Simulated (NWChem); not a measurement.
System: GeSiH4OF2; SMILES [SiH](F)(F)[O][GeH3]

NWChem input:

```
start job
memory heap 200 mb stack 900 mb global 1100 mb
geometry units angstroms
  Si     1.544093    -0.410658     0.298515
  F      1.317061    -0.838459     1.818493
  F      2.095254     1.070668     0.456246
  O      0.162314    -0.416451    -0.498734
  Ge    -1.483221     0.192454    -0.568967
  H      2.467287    -1.270913    -0.380259
  H     -2.165497    -0.246070     0.685711
  H     -1.996345    -0.474290    -1.805805
  H     -1.378121     1.685586    -0.692611
end
basis spherical
  * library def2-svp
end
dft
  xc pbe0
  iterations 150
end
driver
  maxiter 120
end
task dft optimize
task dft freq
```

The optimisation ended at a saddle point (imaginary frequency).

The level has its own optimisation; frequencies are unscaled.

### Question
Give the results of this calculation. (PBE0/def2-SVP.) Quantities: r F–Si (Å); r O–Si (Å); r H–Si (Å); r Ge–O (Å); highest harmonic frequency (cm⁻¹); lowest (cm⁻¹); zero-point energy (kcal/mol); dipole (D).

### Answer
```json
{
 "r F–Si (Å)": "1.611",
 "r O–Si (Å)": "1.619",
 "r H–Si (Å)": "1.470",
 "r Ge–O (Å)": "1.792",
 "highest harmonic frequency (cm⁻¹)": "2369",
 "lowest (cm⁻¹)": "-46",
 "zero-point energy (kcal/mol)": "27.3",
 "dipole (D)": "2.19"
}
```
